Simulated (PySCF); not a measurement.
A species of formula C5H10P2 has this rotational fingerprint, computed with CAM-B3LYP/def2-SVPD in PySCF (dipole) on a GFN2-xTB geometry, gas phase:

* Rotational constants: A = 4347, B = 811.2, C = 751.6 MHz
* Dipole components: |μa| = 0.18 D, |μb| = 0.68 D, |μc| = 0.41 D
* Inertial defect: -66.88 u·Å²
* κ: -0.97

Task: Which candidate fits, each taken in the one conformer that was computed?
A. `[CH:1]#[C:2][CH2:3][P:4]([CH3:5])[CH2:6][PH2:7]` with C2–C3–P4–C5 66°, C3–P4–C6–P7 -57°, P4–C6–P7–H -89° and 179°
B. `[CH2:1]=[CH:2][CH2:3][P:4]([PH2:5])[CH:6]=[CH2:7]` with C1–C2–C3–P4 -106°, C2–C3–P4–P5 71°, C3–P4–P5–H -173° and -81°, C3–P4–C6–C7 -123°
C. `[PH2:1][PH:2][C:3]1=[CH:4][CH2:5][CH2:6][CH2:7]1` with H–P1–P2–C3 178° and 86°, P1–P2–C3–C4 -117°, C3–C4–C5–C6 -12°, C4–C5–C6–C7 19°, C5–C6–C7–C3 -19°, P2–C3–C7–C6 -168°
D. `[CH3:1][C:2]1=[CH:3][CH2:4][P:5]([PH2:6])[CH2:7]1` with C4–P5–P6–H 88° and 180°, C2–C3–C4–P5 14°, C3–C4–P5–P6 78°, C4–P5–C7–C2 19°, C1–C2–C7–P5 166°
E. `[CH2:1]=[CH:2]/[CH:3]=[P:4]/[P:5]([CH3:6])[CH3:7]` with C1–C2–C3–P4 -177°, C3–P4–P5–C6 -93°

Result: E. It is C=C/C=P/P(C)C, a near-prolate asymmetric top, point group C1. The candidates at the same level (rigid rotor, commonest isotopes):

```json
{"SMILES": "C=C/C=P/P(C)C", "A (MHz)": "4347", "B (MHz)": "811.2", "C (MHz)": "751.6", "μa (D)": "0.18", "μb (D)": "0.68", "μc (D)": "0.41", "Δ (u·Å²)": "-66.88", "point group": "C1", "rotor": "near-prolate asymmetric top"}
{"SMILES": "C#CCP(C)CP", "A (MHz)": "3135", "B (MHz)": "958.3", "C (MHz)": "903.1", "μa (D)": "1.32", "μb (D)": "0.21", "μc (D)": "0.11", "Δ (u·Å²)": "-128.95", "point group": "C1", "rotor": "near-prolate asymmetric top"}
{"SMILES": "PPC1=CCCC1", "A (MHz)": "3585", "B (MHz)": "1025", "C (MHz)": "926.2", "μa (D)": "1.05", "μb (D)": "0.20", "μc (D)": "0.05", "Δ (u·Å²)": "-88.55", "point group": "C1", "rotor": "near-prolate asymmetric top"}
{"SMILES": "CC1=CCP(P)C1", "A (MHz)": "2793", "B (MHz)": "1319", "C (MHz)": "1199", "μa (D)": "1.10", "μb (D)": "0.03", "μc (D)": "0.07", "Δ (u·Å²)": "-142.84", "point group": "C1", "rotor": "asymmetric top"}
{"SMILES": "C=CCP(P)C=C", "A (MHz)": "2751", "B (MHz)": "1218", "C (MHz)": "970.8", "μa (D)": "0.07", "μb (D)": "0.52", "μc (D)": "0.34", "Δ (u·Å²)": "-78.18", "point group": "C1", "rotor": "asymmetric top"}
```

`C=CCP(P)C=C` has B 50 % too high; `PPC1=CCCC1` has B 26 % too high; `CC1=CCP(P)C1` has B 63 % too high; `C#CCP(C)CP` has A 28 % too low. No structure here is proved a minimum.
